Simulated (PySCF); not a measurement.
C₁₂H₂₇P.
SMILES: `CC(C)CP(CC(C)C)CC(C)C`

The closed-shell ground state was solved at several levels (PySCF, density fitting, gas phase, non-relativistic). The structure is a single PBE0-D3(BJ)/def2-SVP conformer in the gas phase; no vibrational or solvent corrections.

| level | basis functions | HOMO (eV) | LUMO (eV) | gap (eV) | dipole (D) |
| --- | --- | --- | --- | --- | --- |
| PBE0/pcSseg-1 | 363 | -6.21 | 1.15 | 7.36 | 1.10 |
| CAM-B3LYP/def2-SVPD | 480 | -7.46 | 1.34 | 8.80 | 1.06 |

Problem. Estimate the row for wB97X-D/pcSseg-1, a basis of 363 functions; the other rows only guide the guess.

Solution. HOMO -8.04 eV, LUMO 2.89 eV, gap 10.93 eV, dipole 1.10 D.

Problem. Over all these levels, which gives the widest orbital gap and which the narrowest?

Solution. wB97X-D/pcSseg-1 (range-separated hybrid) has the widest, 10.93 eV, and PBE0/pcSseg-1 (global hybrid, 25 % exact exchange) the narrowest, 7.36 eV. The two share the basis. From the narrowest to the widest the HOMO moves by -1.83 eV and the LUMO by +1.74 eV.

Problem. How far do the dipole and the HOMO energy spread over the levels?

Solution. The dipole runs from 1.06 to 1.10 D (mean 1.09 D) and the HOMO from -8.04 to -6.21 eV.
